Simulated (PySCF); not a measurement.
**Bonding in `CCCP(CC)CC#N`**

Compound: C7H14NP.
Numbering: `[CH3:1][CH2:2][CH2:3][P:4]([CH2:5][CH3:6])[CH2:7][C:8]#[N:9]` (hydrogens: H10, H11, H12 on C1; H13, H14 on C2; H15, H16 on C3; H17, H18 on C5; H19, H20, H21 on C6; H22, H23 on C7)

Geometry (GFN2-xTB, Å), atoms numbered from 1 in this order:
```
atom  x, y, z in Å
C1     2.760   -0.852    0.507
C2     2.113    0.088   -0.500
C3     0.628   -0.213   -0.683
P4    -0.357    0.003    0.886
C5    -2.062   -0.238    0.168
C6    -2.387   -1.715   -0.014
C7    -0.388    1.891    0.959
C8    -0.756    2.483   -0.287
N9    -1.051    2.915   -1.305
H10    3.811   -0.609    0.643
H11    2.686   -1.883    0.167
H12    2.258   -0.773    1.470
H13    2.245    1.123   -0.175
H14    2.612   -0.012   -1.467
H15    0.202    0.420   -1.468
H16    0.507   -1.258   -0.982
H17   -2.769    0.204    0.877
H18   -2.150    0.299   -0.781
H19   -1.726   -2.172   -0.748
H20   -3.412   -1.837   -0.358
H21   -2.272   -2.249    0.927
H22    0.606    2.234    1.257
H23   -1.103    2.177    1.735
```

Bond orders from the PBE0/pcSseg-1 density (PySCF). Isolated species at its GFN2-xTB geometry (one conformer only).

(1) How far do the computed orders between heavy atoms stray from the drawn ones?

(2) Set the Mayer orders of the bonds beside their lengths.

Answers

(1) The largest departure is 0.089, at P4–C7 (drawn single, 0.911).

(2) 
| bond | drawn as | length (Å) | Mayer order |
| --- | --- | --- | --- |
| C1–C2 | single | 1.522 | 1.048 |
| C2–C3 | single | 1.526 | 1.035 |
| C3–P4 | single | 1.864 | 0.962 |
| P4–C5 | single | 1.865 | 0.965 |
| C5–C6 | single | 1.523 | 1.054 |
| P4–C7 | single | 1.889 | 0.911 |
| C7–C8 | single | 1.427 | 1.011 |
| C8–N9 | triple | 1.145 | 2.998 |
| C1–H10 | single | 1.087 | 0.969 |
| C1–H11 | single | 1.088 | 0.966 |
| C1–H12 | single | 1.089 | 0.956 |
| C2–H13 | single | 1.093 | 0.949 |
| C2–H14 | single | 1.093 | 0.951 |
| C3–H15 | single | 1.095 | 0.920 |
| C3–H16 | single | 1.094 | 0.936 |
| C5–H17 | single | 1.094 | 0.944 |
| C5–H18 | single | 1.094 | 0.917 |
| C6–H19 | single | 1.088 | 0.964 |
| C6–H20 | single | 1.088 | 0.964 |
| C6–H21 | single | 1.089 | 0.962 |
| C7–H22 | single | 1.093 | 0.916 |
| C7–H23 | single | 1.094 | 0.920 |

By pair of heavy elements: C–C: lowest C7–C8 (1.011, 1.427 Å), highest C5–C6 (1.054, 1.523 Å); in 3 of the 6 pairs the longer bond (by over 0.003 Å) has the higher order (by 0.02 or more). C–P: lowest P4–C7 (0.911, 1.889 Å), highest P4–C5 and C3–P4 (0.965, 1.865 Å). Bonds named together lie within 0.004.

Task: Sum the orders of all bonds at each heavy atom with more than one neighbour and set the sums beside the valence in the SMILES.

Result: C1 3.939 (drawn 4), C2 3.983 (drawn 4), C3 3.853 (drawn 4), P4 2.838 (drawn 3), C5 3.880 (drawn 4), C6 3.944 (drawn 4), C7 3.758 (drawn 4), C8 4.009 (drawn 4). Orders between atoms that aren't bonded are not in these sums.

For a closed shell the Mayer order of atoms A and B is Σ (PS)μν (PS)νμ over the basis functions μ on A and ν on B, with P the density and S the overlap matrix.
